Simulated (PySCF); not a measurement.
C₄H₄F₂, SMILES CC#CC(F)F.

Geometry: r2SCAN-D4/def2-SVP.

These are SMD-M06-2X/def2-SVP run with PySCF values and carry that method's errors.

Solvation free energies are E(SMD) − E(gas) at the gas-phase geometry, for 1 M in both phases. In vacuum the dipole moment is 3.13 D.

Computed solvation free energies in water, ethylethanoate, tetrahydrofuran:
```tsv
solvent	ΔG(solv) (kcal/mol)	its non-electrostatic (CDS) part	dipole (D)
water	-1.7	4.4	3.85
ethylethanoate	-4.8	-0.2	3.69
tetrahydrofuran	-4.8	0.1	3.72
```
